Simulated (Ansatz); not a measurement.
[5.6]paracyclophane, `c1cc2ccc1CCCCCCc1ccc(cc1)CCCCC2`. Total charge 0; singlet. Geometry PBE-D4/def2-SVP, basis def2-TZVP, Ansatz.

| run | HOMO (eV) | LUMO (eV) |
| --- | --- | --- |
| A | -8.95 | 1.85 |
| B | -5.59 | -1.10 |
| C | -6.53 | -0.21 |
| D | -7.29 | 0.77 |
| E | -5.74 | -0.92 |

LC-ωPBE has ω = 0.4 bohr⁻¹. Single mean-field runs in def2-TZVP are fitted with def2-universal-jkfit.

The runs used BHLYP, LC-ωPBE, PBE, PBE0, r2SCAN. Estimate which is which.

A LC-ωPBE (range-separated); B PBE (0 % exact exchange); C PBE0 (25 % exact exchange); D BHLYP (50 % exact exchange); E r2SCAN (0 % exact exchange). Exact exchange lowers occupied and raises empty levels; among semilocal functionals meta-GGAs tend to open the gap a little, and such runs are hard to tell apart. The gap grows from 4.49 eV (PBE) to 10.80 eV (LC-ωPBE).
